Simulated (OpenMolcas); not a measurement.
# How basis sets differ on C2H2Cl2Si (SMILES C#C[SiH](Cl)Cl)

C2H2Cl2Si has 7 atoms, charge 0, and is taken as a singlet. As SMILES, `C#C[SiH](Cl)Cl`. The shape is that of a PBE0-D4/def2-TZVP optimisation.

Each level gives the dipole moment (D). The values are calculated.

| level | kind | program | value (D) | CPU time |
| --- | --- | --- | --- | --- |
| HF/ANO-RCC-MB (DKH2) | Hartree–Fock | OpenMolcas | 2.66 | 2.6 s |
| HF/STO-3G | Hartree–Fock | OpenMolcas | 3.10 | 1.6 s |
| HF/3-21G | Hartree–Fock | OpenMolcas | 3.57 | 2.7 s |
| HF/ANO-R1 (sfX2C, RICD fitting) | Hartree–Fock | OpenMolcas | 2.16 | 7.1 s |
| HF/def2-SVP | Hartree–Fock | OpenMolcas | 2.19 | 8.7 s |

The values span 2.16 to 3.57 D. Magnitudes only. Sets without polarisation functions give poor dipoles. CPU times are rough (shared hosts, several kinds of processor and program).
